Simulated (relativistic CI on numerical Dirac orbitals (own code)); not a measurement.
## W³⁺ (5d3) in a crystal field

Calculated by Dirac-Coulomb-Breit CI, KLI orbitals optimised for each configuration, model QED (radiative potential, 1s self-energy scaled to tabulated hydrogen-like ionisation energies), valence Slater integrals scaled by 0.65, one configuration in a parametric crystal field (own radial code).

Field parameters in Wybourne normalisation: D3d B²₀ = −7Dσ, B⁴₀ = −14Dq − 21Dτ, B⁴₃ = −14√(10/7) Dq; D4h B²₀ = −7Ds, B⁴₀ = 21(Dq − Dt), B⁴₄ = 21√(5/14) Dq; Oh B⁴₀ = 21Dq, B⁴₄ = √(5/14) B⁴₀; Td as Oh with Dq negative (B⁴₀ = 21Dq, B⁴₄ = √(5/14) B⁴₀). The field is a parameter set, without covalency.

S is read from ⟨S²⟩ = S(S + 1).

Powder χT (cm³ K mol⁻¹) by Van Vleck's formula, with temperature-independent terms:

| Field | 2 K | 5 K | 10 K | 20 K | 50 K | 100 K | 200 K | 300 K |
| --- | --- | --- | --- | --- | --- | --- | --- | --- |
| D3d, 10Dq = 19100, Dσ = -90, Dτ = -270 cm⁻¹ | 0.716 | 0.79 | 0.901 | 1.02 | 1.09 | 1.11 | 1.12 | 1.13 |
| D4h, 10Dq = 39750, Ds = 1260, Dt = 310 cm⁻¹ | 0.909 | 0.979 | 1.09 | 1.26 | 1.4 | 1.44 | 1.45 | 1.46 |
| D4h, 10Dq = 42350, Ds = 500, Dt = -320 cm⁻¹ | 0.957 | 1.06 | 1.21 | 1.37 | 1.47 | 1.49 | 1.5 | 1.5 |
| Oh, 10Dq = 17700 cm⁻¹ | 1.1 | 1.1 | 1.1 | 1.1 | 1.1 | 1.11 | 1.12 | 1.13 |
| Oh, 10Dq = 20150 cm⁻¹ | 1.17 | 1.17 | 1.17 | 1.17 | 1.18 | 1.18 | 1.19 | 1.2 |
| Td, 10Dq = -14850 cm⁻¹ | 0.23 | 0.231 | 0.232 | 0.234 | 0.24 | 0.25 | 0.27 | 0.29 |
| Td, 10Dq = -16950 cm⁻¹ | 0.235 | 0.235 | 0.236 | 0.238 | 0.243 | 0.253 | 0.271 | 0.29 |
| Td, 10Dq = -17750 cm⁻¹ | 0.236 | 0.237 | 0.238 | 0.24 | 0.245 | 0.254 | 0.272 | 0.289 |

Q: For Td, 10Dq = -16950 cm⁻¹: what effective moment follows at 300 K?

A: μ_eff = √(8χT) = 1.52 μB. The ground level has S = 0.73; the spin-only moment for S = 1/2 is 1.73 μB. The difference comes from the orbital moment, spin-orbit mixing of terms and temperature-independent paramagnetism, all larger in this ionic model than in covalent complexes.
